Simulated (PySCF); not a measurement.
PySCF 2.14 output of an unrestricted r2SCAN0 calculation on a single atom or ion in dyall-av2z (22s15p11d2f, 136 functions), with no relativity, point nucleus:

```
SCF conv_tol = 1e-09
number electrons alpha = 22  beta = 18
    M. Bursch, H. Neugebauer, S. Ehlert, and S. Grimme.,  J. Chem. Phys. 156, 134105 (2022)
cycle= 1 E= -3540.78861422015  delta_E= -0.0102  |g|= 0.0215  |ddm|= 0.523
cycle= 2 E= -3540.78869570659  delta_E= -8.15e-05  |g|= 0.00516  |ddm|= 0.0753
cycle= 3 E= -3540.78870322668  delta_E= -7.52e-06  |g|= 0.00188  |ddm|= 0.035
cycle= 4 E= -3540.78870403586  delta_E= -8.09e-07  |g|= 0.000904  |ddm|= 0.00533
cycle= 5 E= -3540.78870411196  delta_E= -7.61e-08  |g|= 4.72e-05  |ddm|= 0.00351
cycle= 6 E= -3540.78870411703  delta_E= -5.06e-09  |g|= 5.16e-06  |ddm|= 0.00176
cycle= 7 E= -3540.78870411717  delta_E= -1.49e-10  |g|= 8.22e-07  |ddm|= 0.000285
converged SCF energy = -3540.78870411717  <S^2> = 6.0021958  2S+1 = 5.0008782
```

The run itself started from symmetry-adapted Hartree-Fock orbitals and held the occupation by maximum overlap, on a logarithmic radial grid, so the iterations belong to that start.

Which element, charge and spin multiplicity is this?

Zr (zirconium, neutral), multiplicity 5; the state was [Kr] 4d2 5s1 6s1, high-spin 5F determinant (an excited configuration).

A non-relativistic calculation at this Z misses sizeable relativistic shifts. The outer electron is Rydberg-like, and this basis confines it to a smaller radius and binds it less than a complete one would.
